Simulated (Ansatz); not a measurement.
Frontier orbitals of `C=C/C=[N]\[InH2]`.

Z-matrix (Å, degrees):
```
C
C 1 1.329
H 1 1.083 2 122.1
H 1 1.086 2 120.8 3 -180.0
C 2 1.467 1 122.7 3 -180.0
H 2 1.089 1 121.0 3 0.0
N 5 1.254 2 127.3 1 -180.0
H 5 1.105 2 113.3 1 0.0
In 7 2.029 5 141.0 2 -0.1
H 9 1.713 7 115.0 5 95.3
H 9 1.713 7 115.0 5 -95.3
```

Charge 0, multiplicity 1. Correlated methods include outer-core shells of In, which these sets cover unevenly. In takes the def2 core potential. Geometry: relaxed with PBE0-D4/def2-TZVP. It is one conformer, not always the lowest. Basis def2-TZVPP, Ansatz 0.2.0.

Orbital energies of one run (eV). Highest occupied ones, from the top: -5.45, -6.72, -7.60, -8.93, -9.14, -9.58, -10.83, -11.70, -12.15, -14.51, -16.36, -19.34, -19.35, -19.43. Empty: -2.15, -2.01, -0.51, 0.32, 0.57, 1.29.

(1) Which functional gave them?
A. BLYP
B. ωB97M-V
C. B97M-V
D. LC-ωPBE

## Answers

(1) C. HOMO energies: B97M-V -5.45, LC-ωPBE -8.94, ωB97M-V -8.57, BLYP -5.06 eV.

LC-ωPBE has ω = 0.4 bohr⁻¹.
